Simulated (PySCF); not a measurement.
## Magnetisability: SMILES CC(/C=N\[SiH3])=C\C=O, C$_{5}$H$_{9}$NOSi

Geometry (Å), atoms numbered from 1 in this order:
```xyz
17

C    -1.0201    1.6698   -0.9546
C    -0.4550    0.3549   -0.5281
C     0.7385   -0.0680   -1.2857
N     1.7583   -0.6539   -0.8604
Si    2.4053   -1.1962    0.6366
C    -0.9392   -0.4477    0.4354
C    -2.0946   -0.1994    1.2841
O    -2.4538   -0.9396    2.1668
H    -1.9740    1.8882   -0.4865
H    -1.1470    1.6834   -2.0367
H    -0.3165    2.4629   -0.6992
H     0.7118    0.1929   -2.3488
H     3.7711   -0.6818    0.5698
H     1.7642   -0.7497    1.8785
H     2.3327   -2.6502    0.5153
H    -0.4420   -1.3917    0.6201
H    -2.6468    0.7380    1.0834
```

Method used: GIAO PBE0/pcSseg-1 magnetisability, rotational g tensor and spin-rotation constants, non-relativistic, gas phase (PySCF). Geometry: GFN2-xTB.

(1) How diamagnetic is it, and how anisotropic?

(2) Split it along the inertial axes a, b, c into diamagnetic and paramagnetic parts about the centre of mass, with the quadrupole moment.

(3) And the rotational g tensor?

## Answers

(1) Isotropic -963 × 10⁻³⁰ J/T², or -58.0 × 10⁻⁶ cm³/mol; principal values -1271, -812, -805 × 10⁻³⁰ J/T², anisotropy 462 × 10⁻³⁰ J/T² (root of half the summed squared differences of the principal values). The susceptibility is in cgs units.

(2) 
```
axis  χ (10⁻⁶ cm³/mol)  diamagnetic (10⁻⁶ cm³/mol)  paramagnetic (10⁻⁶ cm³/mol)  summed x² of all electrons (Å²)  quadrupole Θ (D Å)
   a             -50.1                      -673.3                        623.2                            263.6               -9.66
   b             -48.8                     -1223.4                       1174.5                            134.0               +5.38
   c             -75.0                     -1686.7                       1611.7                             24.7               +4.28
```
Anisotropies 2χaa − χbb − χcc = +23.7 and 2χbb − χaa − χcc = +27.4 × 10⁻⁶ cm³/mol. Θ is traceless in Buckingham's convention.

(3) 
| axis | rotational constant (GHz) | g | nuclear part | electronic part |
| --- | --- | --- | --- | --- |
| a | 2.1970 | -0.0509 | 0.5923 | -0.6432 |
| b | 1.0487 | -0.0293 | 0.5494 | -0.5786 |
| c | 0.7488 | -0.0115 | 0.5555 | -0.5670 |

Asymmetric top; isotopes 12C, 1H, 14N, 16O, 28Si; no vibrational averaging.
